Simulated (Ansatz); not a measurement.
Basis sets compared for the cluster In2O4H2 (the lowest singlet isomer of a short search). Total charge 0; singlet. Geometry B3LYP-D4/def2-SVP. Ansatz on 4 threads of Intel Xeon on a shared host; times are rough, and most runs start from earlier orbitals.

Cartesian coordinates in Å:
```
In -1.3375 -0.2604 -0.5934
In 1.4174 0.4134 0.1575
O -0.2162 -0.3653 1.1206
O -3.2062 -0.7296 -1.0917
O 0.2930 0.5195 -1.5463
O 3.2877 0.8617 0.6684
H 3.4298 0.6504 1.6039
H -3.6680 -1.0897 -0.3190
```

In the def2 sets In takes a core potential; there is no spin–orbit coupling. The structure comes from a short search, and lower isomers may exist.

Binding counts from free atoms (In doublet, O triplet, H doublet) in the same basis, without a counterpoise term.

```
            level  functions  energy (Eh)  HOMO (eV)  LUMO (eV)  binding per atom (eV)  wall time
  PBE-D4/def2-SVP        118    -681.8710      -5.87      -3.28                   3.37      2.9 s
 PBE-D4/def2-TZVP        236    -682.2830      -6.16      -3.47                   3.44        6 s
 PBE0-D4/def2-SVP        118    -681.8382      -7.22      -2.47                   3.13      5.5 s
PBE0-D4/def2-TZVP        236    -682.2472      -7.48      -2.63                   3.21       13 s
ωB97M-V/def2-TZVP        236    -682.3829      -9.75      -0.80                   3.28       21 s
```

Task: Estimate the rows for PBE-D4/def2-TZVPD, PBE0-D4/def2-TZVPD, ωB97M-V/def2-TZVPD.

Result: 
```json
{"level": "PBE-D4/def2-TZVPD", "functions": "290", "energy (Eh)": "-682.2884", "HOMO (eV)": "-6.25", "LUMO (eV)": "-3.58", "binding per atom (eV)": "3.44", "wall time": "10 s"}
{"level": "PBE0-D4/def2-TZVPD", "functions": "290", "energy (Eh)": "-682.2520", "HOMO (eV)": "-7.55", "LUMO (eV)": "-2.75", "binding per atom (eV)": "3.21", "wall time": "15 s"}
{"level": "ωB97M-V/def2-TZVPD", "functions": "290", "energy (Eh)": "-682.3884", "HOMO (eV)": "-9.83", "LUMO (eV)": "-1.12", "binding per atom (eV)": "3.29", "wall time": "36 s"}
```
